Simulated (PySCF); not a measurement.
## UHF on Cr³⁺ (chromium, charge +3)

Configuration: [Ar] 3d3, high-spin 4F determinant. All numbers are calculated (PySCF 2.14, scalar relativity by spin-free X2C-1e, in aug-cc-pVTZ-DK (8s7p5d3f2g, 93 functions)).

```
Total energy                        : -1047.791451 hartree
One-electron energy                 : -1413.2751 hartree
Hartree (Coulomb) energy            : 412.6510 hartree
Exchange energy                     : -47.1673 hartree
⟨S²⟩                                : 3.7524
⟨L²⟩                                : 12.029
Sum of ⟨r⟩                          : 12.94 bohr
Sum of ⟨r²⟩                         : 13.07 bohr²
Langevin diamagnetic susceptibility : -10.4 ×10⁻⁶ cm³/mol
```

| shell | electrons | mean orbital energy (hartree) | rms radius, mean of both spins (bohr) |
| --- | --- | --- | --- |
| 1s α | 1 | -223.55054 | 0.0734 |
| 1s β | 1 | -223.54944 | 0.0734 |
| 2s α | 1 | -28.16657 | 0.316 |
| 2s β | 1 | -28.08505 | 0.316 |
| 2p α | 3 | -23.80237 | 0.287 |
| 2p β | 3 | -23.71963 | 0.287 |
| 3s α | 1 | -4.96215 | 0.953 |
| 3s β | 1 | -4.70991 | 0.953 |
| 3p α | 3 | -3.68263 | 1.02 |
| 3p β | 3 | -3.37583 | 1.02 |
| 3d α | 3 | -1.84758 | 1.20 |

Densities and radii are taken from the X2C orbitals without a picture-change correction, which distorts them close to the nucleus.

Spin-orbit constants ζ (cm⁻¹) from the X2C one-electron operator on these orbitals: bare nucleus, nucleus screened by l(l+1)(2l+1)/3 electrons, and screened by the Breit-Pauli mean field of the electrons.

| shell | bare | screened nucleus | mean field |
| --- | --- | --- | --- |
| 2p | 49420 | 45300 | 43440 |
| 3p | 5941 | 5446 | 5188 |
| 3d | 551.6 | 321.8 | 287.4 |

To first order the Landé constant is A = 95.81 cm⁻¹, so the lowest level has J = 3/2 and lies 0.0713 eV below the centre of the term. This holds in LS coupling only.
